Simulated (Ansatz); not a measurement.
Basis sets compared for Ge3O2 (the lowest singlet isomer of a short search). The state is a singlet with charge 0. Geometry B3LYP-D4/def2-SVP. Ansatz on 4 threads of Arm Neoverse V2 on a shared host; times are rough, and most runs start from earlier orbitals.

```csv
atom,x (Å),y (Å),z (Å)
Ge1,0.5414,-1.4241,0.4052
Ge2,1.1987,0.9860,-0.0321
Ge3,-1.3054,0.7956,-0.3848
O4,-0.0361,-0.4371,-1.1439
O5,-0.3986,0.0796,1.1556
```

The structure comes from a short search, and lower isomers may exist.

Binding counts from free atoms (Ge triplet, O triplet) in the same basis, without a counterpoise term.

```json
{"level": "PBE-D4/def2-SVP", "functions": "124", "energy (Eh)": "-6379.5725", "HOMO (eV)": "-5.22", "LUMO (eV)": "-2.75", "binding per atom (eV)": "3.92", "wall time": "1.1 s"}
{"level": "PBE-D4/def2-TZVP", "functions": "206", "energy (Eh)": "-6380.5423", "HOMO (eV)": "-5.19", "LUMO (eV)": "-2.81", "binding per atom (eV)": "3.91", "wall time": "2.5 s"}
{"level": "r2SCAN-D4/def2-TZVP (with forces)", "functions": "206", "energy (Eh)": "-6381.5129", "HOMO (eV)": "-5.45", "LUMO (eV)": "-2.80", "binding per atom (eV)": "3.73", "wall time": "6 s"}
{"level": "PBE0-D4/def2-SVP", "functions": "124", "energy (Eh)": "-6379.6969", "HOMO (eV)": "-6.06", "LUMO (eV)": "-2.11", "binding per atom (eV)": "3.60", "wall time": "2.1 s"}
{"level": "PBE0-D4/def2-TZVP", "functions": "206", "energy (Eh)": "-6380.6667", "HOMO (eV)": "-6.00", "LUMO (eV)": "-2.11", "binding per atom (eV)": "3.61", "wall time": "4.9 s"}
```

Q: Estimate the rows for PBE-D4/def2-TZVPD, r2SCAN-D4/def2-TZVPD, PBE0-D4/def2-TZVPD.

A: 
```tsv
level	functions	energy (Eh)	HOMO (eV)	LUMO (eV)	binding per atom (eV)	wall time
PBE-D4/def2-TZVPD	242	-6380.5455	-5.22	-2.88	3.91	3.1 s
r2SCAN-D4/def2-TZVPD	242	-6381.5155	-5.45	-2.82	3.74	6.5 s
PBE0-D4/def2-TZVPD	242	-6380.6695	-6.02	-2.17	3.62	5.5 s
```
